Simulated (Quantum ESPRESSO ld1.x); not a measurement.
Question: All-electron atom: Cu IV in [Ne] 3s2 3p(up 3, down 3) 3d8 (the NIST ground configuration). All-electron calculation, non-relativistic Kohn-Sham, LDA (Slater exchange, VWN5 correlation), spin-polarised, spherical densities, point nucleus, Perdew-Zunger self-interaction correction; open shells are filled with parallel spins first. Program: ld1.x of Quantum ESPRESSO 7.5. Some entries of the table are withheld. Estimate them.

| orbital | occ. | eigenvalue (hartree) | <1/r> (bohr^-1) |
|---|---|---|---|
| 1s up | 1 | -329.867 | 28.51 |
| 1s down | 1 | -329.866 | 28.51 |
| 2s up | 1 | -41.2827 | 6.182 |
| 2s down | 1 | -41.2312 | 6.186 |
| 2p up | 3 | -36.9877 | 6.161 |
| 2p down | 3 | -36.9495 | 6.165 |
| 3s up | 1 | -6.21711 | (1) |
| 3s down | 1 | -6.12827 | (2) |
| 3p up | 3 | -4.75164 | 1.858 |
| 3p down | 3 | -4.66405 | 1.851 |
| 3d up | 5 | -2.26810 | 1.553 |
| 3d down | 3 | -2.18040 | 1.537 |

Answer: 
(1) 3s up <1/r> (bohr^-1): 1.977
(2) 3s down <1/r> (bohr^-1): 1.972
